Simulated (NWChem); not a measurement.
CCl₂F, doublet; SMILES Cl[C](Cl)F

In the optimisation the excess spin sits in a' (Cs, its own frame).

Q: Give the equilibrium geometry at B3LYP/6-31G* (spherical d), spin-unrestricted (NWChem) as an XYZ file, with the point group.

A: point group Cs; any orientation.
```
4

F      1.6031    -0.0803     0.0000
C      0.3400     0.3256     0.0000
Cl    -0.4892    -0.0419    -1.4881
Cl    -0.4892    -0.0419     1.4881
```
